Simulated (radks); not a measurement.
Values are calculated unless marked as measured or tabulated.
Al I, configuration [Ne] 3s2 3p1 (the NIST ground configuration).

Level of theory: scalar-relativistic Kohn-Sham, LDA (Slater exchange, Perdew-Wang correlation), spin-polarised, spherical densities, point nucleus; open shells are filled with parallel spins first; hard spherical wall at 7 bohr (a radial shooting solver on a logarithmic mesh with Libxc functionals).

Energy parts (hartree):
| part | energy |
|---|---|
| total | -241.75778 |
| kinetic | 242.03138 |
| electron-nucleus | -579.51684 |
| Hartree | 113.23842 |
| exchange-correlation | -17.51074 |

Orbitals (lengths in bohr, moments of r in powers of bohr):
| orbital | occ. | eigenvalue (hartree) | <1/r> |
|---|---|---|---|
| 1s up | 1 | -55.25008 | 12.59 |
| 1s down | 1 | -55.24778 | 12.59 |
| 2s up | 1 | -3.92099 | 2.330 |
| 2s down | 1 | -3.91814 | 2.330 |
| 2p up | 3 | -2.53274 | 2.207 |
| 2p down | 3 | -2.52910 | 2.208 |
| 3s up | 1 | -0.27873 | 0.5355 |
| 3s down | 1 | -0.25240 | 0.5359 |
| 3p up | 1 | -0.08599 | 0.4265 |
| 3p down | 0 | -0.06069 | 0.4231 |
| 3d up | 0 | 0.13329 | 0.2962 |
| 3d down | 0 | 0.15478 | 0.2923 |
| 4s up | 0 | 0.16232 | 0.3501 |
| 4s down | 0 | 0.17828 | 0.3496 |
| 4p up | 0 | 0.28598 | 0.3770 |
| 4p down | 0 | 0.30245 | 0.3793 |

The highest occupied level is 3p up at -2.340 eV. Summed over all electrons, <r^2> = 28.83 bohr^2, which gives a Langevin (diamagnetic) susceptibility term of -22.8 x 10^-6 cm^3/mol. Spin moment in Bohr magnetons: 1. The pressure on the wall is 0.667 GPa.
